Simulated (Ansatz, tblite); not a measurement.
Forces on the cluster Al6N⁻ at its PBE0-D4/def2-SVPD geometry. The state is a singlet with charge -1.

The xTB rows come from tblite. The restricted singlet is unstable towards broken spin symmetry in Hartree–Fock (as tested in another run); at PBE-D4/def2-TZVPD this wasn't settled. Another isomer (singlet) lies 0.46 eV lower at PBE0-D4/def2-TZVPD; other spin states weren't run for this one.

GFN1-xTB (tblite), largest force 1.73 eV/Å:

```xyz
7
positions Å, forces eV/Å
N     0.934    1.130    0.145    0.077    0.504   -0.294
Al   -2.357    0.493   -0.433    0.110    0.135    0.021
Al   -0.262    0.416    1.306   -0.815   -0.055    1.530
Al    0.036    0.689   -1.539   -0.502    0.216   -1.300
Al    2.674    0.554    0.018    1.078   -0.187    0.050
Al   -1.669   -1.675    0.986   -0.401   -0.310    0.122
Al    0.644   -1.608   -0.485    0.453   -0.304   -0.129
```

GFN2-xTB (tblite), largest force 1.18 eV/Å:

```
N -0.006 -0.021 -0.101
Al 0.465 -0.259 0.155
Al 0.223 0.117 -0.137
Al 0.476 0.127 0.452
Al -1.089 -0.212 -0.411
Al 0.128 0.006 -0.448
Al -0.198 0.242 0.490
```

PBE-D4/def2-TZVPD (Ansatz), largest force 0.20 eV/Å:

```
N 0.027 0.195 0.019
Al -0.008 0.016 0.019
Al -0.058 -0.022 0.042
Al -0.037 -0.028 -0.075
Al 0.058 -0.111 -0.023
Al -0.026 -0.070 -0.013
Al 0.045 0.021 0.031
```
